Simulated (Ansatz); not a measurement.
Isolated molecules relaxed with PBE0-D4/def2-TZVP in Ansatz; ΔE leaves out vibrations. CCSD(T)/CBS adds triple-zeta CCSD(T) − MP2 to the extrapolated MP2 energy (def2 sets, frozen cores). DFT in def2-TZVPP.

Reaction (isomerisation): `C=C=[N][AlH2]` → `N#C[CH2][AlH2]`

| level | ΔE (eV) |
| --- | --- |
| PBE0-D4 | 0.20 |
| ωB97X-V | 0.07 |
| RPA@PBE/def2-TZVPP | -0.07 |
| HF/def2-TZVPP | 0.10 |

(1) What does CCSD(T)/CBS give? (Best estimate.)

Largest T1 diagnostic among the species: 0.015.

## Answers

(1) Computed: +0.02 eV. The listed levels differ from it by 0.18, 0.05, -0.09, 0.08 eV.

From PBE to PBE0 (25 % exact exchange), in def2-TZVPP and without D4, ΔE moves by −0.06 eV. In def2-TZVPP, CCSD(T) changes the Hartree–Fock value by −0.11 eV (the triples alone add +0.01 eV) and MP2 by −0.15 eV.
